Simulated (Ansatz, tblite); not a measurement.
Cost and result up the ladder for Pd₃Au (4 atoms). The state is a doublet with charge 0. Geometry: B3LYP-D4/def2-SVP.

```xyz
4

Pd    0.980   -0.902    0.934
Pd   -0.061   -0.673   -1.480
Pd    0.648    1.486   -0.139
Au   -1.567    0.090    0.684
```

Ansatz on 4 threads of AMD EPYC 7R43 on a shared host; xTB runs through tblite on one thread. Times are rough, summed over both states, and most runs start from the orbitals of an earlier one. ωB97M-V/def2-TZVP serves as the yardstick here, not as an exact answer. The other state is a quartet at its own geometry.

In the def2 sets Au, Pd take a core potential; there is no spin–orbit coupling. The xTB rows come from tblite. LC-ωPBE has ω = 0.4 bohr⁻¹. HOMO above LUMO, or a gap near zero within one spin, warns that the state may not be the lowest or that an electron is smeared out. The structure comes from a short search, and lower isomers may exist.

Run but left out: HF/def2-TZVP, MP2/def2-TZVP (doublet: ⟨S²⟩ 1.44, where a pure state has 0.75); PBE-D4/def2-TZVP, revPBE-D4/def2-TZVP (quartet: an occupied level 0.07 to 0.08 eV above an empty one).

xTB has no spin-polarisation term.

```json
{"level": "GFN1-xTB", "functions": "36", "wall time": "0.017 s", "quartet − doublet (eV)": "2.02", "difference from ωB97M-V/def2-TZVP (eV)": "0.82", "remarks": "–"}
{"level": "GFN2-xTB", "functions": "36", "wall time": "0.019 s", "quartet − doublet (eV)": "1.72", "difference from ωB97M-V/def2-TZVP (eV)": "0.51", "remarks": "–"}
{"level": "r2SCAN-D4/def2-TZVP", "functions": "160", "wall time": "24 s", "quartet − doublet (eV)": "0.84", "difference from ωB97M-V/def2-TZVP (eV)": "-0.37", "remarks": "gap within one spin near zero (quartet)"}
{"level": "PBE0-D4/def2-TZVP (with forces)", "functions": "160", "wall time": "24 s", "quartet − doublet (eV)": "1.01", "difference from ωB97M-V/def2-TZVP (eV)": "-0.19", "remarks": "–"}
{"level": "r2SCANh-D4/def2-TZVP", "functions": "160", "wall time": "30 s", "quartet − doublet (eV)": "0.87", "difference from ωB97M-V/def2-TZVP (eV)": "-0.33", "remarks": "–"}
{"level": "LC-ωPBE/def2-TZVP", "functions": "160", "wall time": "36 s", "quartet − doublet (eV)": "1.06", "difference from ωB97M-V/def2-TZVP (eV)": "-0.14", "remarks": "–"}
{"level": "CAM-B3LYP-D4/def2-TZVP", "functions": "160", "wall time": "43 s", "quartet − doublet (eV)": "1.03", "difference from ωB97M-V/def2-TZVP (eV)": "-0.18", "remarks": "–"}
{"level": "ωB97M-V/def2-TZVP", "functions": "160", "wall time": "2.8 min", "quartet − doublet (eV)": "1.20", "difference from ωB97M-V/def2-TZVP (eV)": "0.00", "remarks": "–"}
```
